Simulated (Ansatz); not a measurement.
A run for Ansatz (a first-principles code): R-B3LYP/def2-TZVPP on F2Te (SMILES F[Te]F), a point of a bond scan (R = 1.907 Å). Elements past Kr take the def2 small-core potentials; no spin–orbit coupling.

Ansatz 0.2 input:
```yaml
crystal:
  periodic: [false, false, false]
  atoms:
    - {symbol: Te, position_ang: [0.04128966, -0.02631507, 0.32717205]}
    - {symbol: F, position_ang: [0.59664851, 1.28865536, -0.93798078]}
    - {symbol: F, position_ang: [-0.83521100, -1.13661273, -0.95234664]}
basis:
  gaussian:
    orbitals: def2-TZVPP
    pivot_positions_ang: [[0.04128966, -0.02631507, 0.32717205], [0.59664851, 1.28865536, -0.93798078], [-0.83521100, -1.13661273, -0.95234664]]
hamiltonian:
  xc: {name: B3LYP}
scf: {lower_state_search: off}
output: {orbitals: {seedname: ./end}}
```

It printed:

```
WARN ansatz: RAYON_NUM_THREADS=1 ignored (pool sized by the plan → 1); use --threads N
Functional definition: B3LYP
these checks for a lower state are left out or cut short: stability, starts, cluster_reference, orbital_swaps, neighbouring_geometries, increment
integrals: 0.03 GiB planned
735 factors; their error is unknown
mean field: 0.32 GiB planned
mean field evaluation 1: about -12727.8461 eV, gradient 5.1e1 eV
mean field evaluation 2: about -12709.6178 eV, gradient 1.2e2 eV
mean field evaluation 4: about -12731.7675 eV, gradient 2.8e0 eV
mean field evaluation 8: about -12731.8914 eV, gradient 3.9e-2 eV
mean field evaluation 16: about -12731.8914 eV, gradient 2.4e-6 eV
mean field -12731.89137258 eV, -467.8883779565 hartree, gradient 2.1e-6 eV, S^2 0.000000; 0 other end points of the search recorded, 0 dependent functions left out
reference -12731.89155578 eV, -467.8883846888 hartree; 21, 21 occupied and 91, 91 virtual orbitals, 735 factors
Total energy: -12731.89155578 eV, -467.8883846888 hartree
Checks for a lower state left out: stability, starts, cluster_reference, orbital_swaps, neighbouring_geometries, increment
```

The calculation finished and met its thresholds.

Cost: very roughly 1.0 core-seconds.
